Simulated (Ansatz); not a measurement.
```yaml
crystal:
  periodic: [true, true, true]
  atoms:
    - {symbol: C, position_ang: [-1.412241, -2.465434, -0.505647]}
    - {symbol: C, position_ang: [-0.847811, -1.739302, 0.198866]}
    - {symbol: O, position_ang: [-0.273221, -0.865961, 0.910713]}
    - {symbol: C, position_ang: [0.640171, 0.101693, 0.129595]}
    - {symbol: N, position_ang: [1.603004, 0.656192, 0.966064]}
    - {symbol: Si, position_ang: [-0.422105, 1.400335, -0.598562]}
    - {symbol: H, position_ang: [-1.863309, -3.253530, -1.157391]}
    - {symbol: H, position_ang: [1.073867, -0.493490, -0.659768]}
    - {symbol: H, position_ang: [2.280333, -0.043606, 1.394219]}
    - {symbol: H, position_ang: [1.210795, 1.225229, 1.773925]}
    - {symbol: H, position_ang: [-0.725241, 2.433085, 0.468858]}
    - {symbol: H, position_ang: [0.426978, 2.213698, -1.688127]}
    - {symbol: H, position_ang: [-1.648475, 0.948362, -1.222623]}
basis:
  gaussian: {orbitals: aug-pcseg-2, point_charges: [{charge: 2.00, position_ang: [6.981, 0.848, 0.514]}]}
hamiltonian: {xc: {name: LC-wPBE}}
```

```sh
$ ansatz run in.yaml --threads 4 --pin off --events-out ev --progress --plain --max-ram 10444MiB
```

Output, abridged:

```
Error: YAML parse error: error: line 2 column 3: crystal: missing field `lattice` (a structure is typed as `lattice` and `atoms`, a molecule's as `atoms` in Å alone, or read from a run's directory, `checkpoint`)
 --> <input>:2:3
1 | crystal:
2 |   periodic: [true, true, true]
3 |   atoms:
4 |     - {symbol: C, position_ang: [-1.412241, -2.465434, -0.505647]}
```

Q: Something in this input is off. What?

A: The molecule is marked periodic without a cell. The input was rejected before any iteration.
